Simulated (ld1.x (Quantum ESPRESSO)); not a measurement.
**Transferability test, TM semilocal potential for Co (Z = 27)**

| Item | Value |
| --- | --- |
| Element | Co (Z = 27) |
| Generator | ld1.x (Quantum ESPRESSO) 7.5 |
| Type | norm-conserving Troullier–Martins (semilocal form) |
| Functional | Wu–Cohen |
| Relativity | scalar-relativistic |
| Frozen core | [Ar] |
| Valence charge | 9 |
| Reference configuration | 3d7 4s2 4p0 |
| Partial waves | 4p (bound, empty): rc 0.80 bohr; 3d (bound): rc 0.75 bohr; 4s (bound): rc 2.35 bohr |
| Local potential | the s channel |
| Core correction | none |

Energies are relative to the spin-unpolarised reference configuration 3d7 4s2 4p0; without spin polarisation the order of configurations can differ from experiment. Not all tests gave a result: 1 of 7 tests not solved or not reliable. Left out of the table: 3d7 4s0 4p1 (solver errors, printed error -3.1 eV).

| valence configuration | charge | ΔE all-electron (eV) | error AE − PS (meV) |
| --- | --- | --- | --- |
| 3d7 4s1 4p0 | +1 | 9.063 | -12 |
| 3d7 4s0 4p0 | +2 | 25.742 | -40 |
| 3d8 4s0 4p0 | +1 | 6.405 | -194 |
| 3d7.5 4s1.5 4p0 | 0 | -0.962 | -27 |
| 3d8 4s1 4p0 | 0 | -1.213 | -88 |

What are ΔE and the potential's error for 3d6 4s0 4p0?

ΔE = 61.614 eV all-electron; the error (AE − PS) is +18 meV.

Levels in the configuration 3d7.5 4s1.5 4p0:

```json
{"level": "3d", "all-electron (eV)": "-6.077", "pseudo (eV)": "-6.013"}
{"level": "4s", "all-electron (eV)": "-4.913", "pseudo (eV)": "-4.946"}
```

The ghost test of this file was not conclusive. The 4p radius (0.80 bohr) lies inside the outermost node of the all-electron wave (1.05 bohr), which a nodeless pseudo-wave cannot match soundly.
